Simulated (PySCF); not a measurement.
A species of formula C3H7ClOSi has this rotational fingerprint, computed with PySCF, PBE0-D3(BJ)/def2-SVP geometry optimisation, gas phase:

```
Rotational constants : A = 3887, B = 1553, C = 1267 MHz
Dipole components    : |μa| = 1.21 D, |μb| = 0.54 D, |μc| = 0.91 D
Inertial defect      : -56.34 u·Å²
κ                    : -0.78
```

Problem. Which candidate fits, each taken in the one conformer that was computed?
A. `[CH3:1][O:2]/[CH:3]=[CH:4]\[SiH2:5][Cl:6]` with C1–O2–C3–C4 -176°, C3–C4–Si5–Cl6 -178°
B. `[CH3:1]/[CH:2]=[C:3](/[Cl:4])[O:5][SiH3:6]` with C2–C3–O5–Si6 180°
C. `[Cl:1][SiH2:2][O:3][CH:4]1[CH2:5][CH2:6]1` with Cl1–Si2–O3–C4 -74°, Si2–O3–C4–C5 19°
D. `[CH2:1]=[CH:2][CH2:3][O:4][SiH2:5][Cl:6]` with C1–C2–C3–O4 -124°, C2–C3–O4–Si5 -97°, C3–O4–Si5–Cl6 69°
E. `[CH3:1]/[CH:2]=[C:3](\[Cl:4])[O:5][SiH3:6]` with C2–C3–O5–Si6 176°

Solution. C. It is Cl[SiH2]OC1CC1, an asymmetric top, point group C1. The candidates at the same level (rigid rotor, commonest isotopes):

```csv
SMILES,A (MHz),B (MHz),C (MHz),μa (D),μb (D),μc (D),Δ (u·Å²),point group,rotor
Cl[SiH2]OC1CC1,3887,1553,1267,1.21,0.54,0.91,-56.34,C1,asymmetric top
C=CCO[SiH2]Cl,3949,1237,982.8,0.85,0.86,0.91,-22.37,C1,asymmetric top
C/C=C(/Cl)O[SiH3],2843,1719,1092,0.20,0.58,0.00,-9.20,Cs,asymmetric top
C/C=C(\Cl)O[SiH3],4411,1388,1076,0.17,0.17,0.05,-9.30,near Cs,asymmetric top
CO/C=C\[SiH2]Cl,10191,823.3,772.6,4.42,0.69,0.09,-9.29,near Cs,near-prolate asymmetric top
```

`C=CCO[SiH2]Cl` has C 22 % too low; `C/C=C(/Cl)O[SiH3]` has A 27 % too low; `C/C=C(\Cl)O[SiH3]` has C 15 % too low; `CO/C=C\[SiH2]Cl` has A 162 % too high. No structure here is proved a minimum.
